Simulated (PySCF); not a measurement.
Vertical excitations of a molecule C2H6BFO from TDDFT-B3LYP/def2-SVPD (PySCF), as energy in eV (oscillator strength): 6.47 (0.000), 6.60 (0.021), 6.73 (0.001), 7.36 (0.024), 7.52 (0.011), 7.85 (0.018), 8.35 (0.018), 8.54 (0.018), 8.73 (0.001), 8.90 (0.051). Lowest triplet (TDA): 5.99 eV. Geometry optimised at ωB97X-D3(BJ)/def2-SVP. One conformer was computed; it need not be the lowest.

**Question.** Which structure fits?
(A) CCB(O)F
(B) COB(C)F
(C) CCOBF
(D) CB(F)CO

**Answer.** D, CB(F)CO
